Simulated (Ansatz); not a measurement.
Isolated molecules relaxed with PBE0-D4/def2-TZVP in Ansatz; ΔE leaves out vibrations. CBS: MP2 limit from def2 TZ/QZ plus the TZ coupled-cluster correction, frozen cores. This one scheme is used for every species. Functionals use def2-TZVPP. B3LYP here is the variant with VWN-RPA as its local correlation; programs differ in this. Each species was taken in one conformer, which may not be the lowest.

Consider the formal hydrolysis of a C–S bond: `SC1N[SiH2]1` + H₂O → `OC1N[SiH2]1` + H₂S.

`SC1N[SiH2]1`:

```xyz
9

S     1.656    0.791   -0.688
C     0.175   -0.199   -0.627
N    -1.065    0.367   -0.037
Si   -0.353   -0.777    1.036
H     1.294    1.588   -1.713
H     0.003   -0.772   -1.534
H    -1.064    1.367    0.103
H     0.463   -0.342    2.190
H    -1.109   -2.023    1.271
```

H₂O:

```xyz
3

O     0.295    0.234   -0.098
H     0.323   -0.525    0.488
H    -0.617    0.291   -0.390
```

`OC1N[SiH2]1`:

Z-matrix (Å, degrees):
```
C
N 1 1.470
Si 1 1.846 2 61.2
O 1 1.397 2 117.6 3 -106.1
H 1 1.091 2 113.5 3 118.7
H 2 1.009 1 118.6 3 126.5
H 3 1.480 1 116.4 2 -109.4
H 3 1.480 1 126.6 2 95.1
H 4 0.962 1 108.4 2 -86.7
```

H₂S:

Cartesian coordinates in Å:
```
S 0.334 0.449 0.266
H -0.677 0.441 -0.615
H 0.343 -0.890 0.349
```

Problem. Is it downhill or uphill in electronic energy at CCSD(T)/CBS, and by how much? (Estimate.)

Solution. Ansatz gave: Uphill: ΔE = +45.7 kJ/mol.

Problem. What do these levels give: B3LYP-D4, PBE-QIDH, B3LYP, CCSD(T)/def2-SVP, HF/def2-TZVPP, CCSD(T)/def2-TZVPP? (Estimate.)

Solution. Computed: B3LYP-D4 35.7, PBE-QIDH 42.5, B3LYP 29.2, CCSD(T)/def2-SVP 16.8, HF/def2-TZVPP 24.7, CCSD(T)/def2-TZVPP 38.7 kJ/mol.

Problem. What do rigid-rotor, harmonic-oscillator terms from PBE0-D4/def2-TZVP frequencies (298.15 K, 1 bar) make of the CCSD(T)/CBS value? (An estimate is asked.)

Solution. Computed: ΔZPE = -4.6 kJ/mol, ΔH = +40.6 kJ/mol, ΔS = 6 J/(mol·K), ΔG = +38.8 kJ/mol.

Largest T1 diagnostic among the species: 0.013.

At CCSD(T), def2-SVP lies −28.9 kJ/mol from the extrapolated value and def2-TZVPP −7.1 kJ/mol. In def2-TZVPP, CCSD(T) changes the Hartree–Fock value by +14.0 kJ/mol (the triples alone add +2.8 kJ/mol) and MP2 by +24.9 kJ/mol.
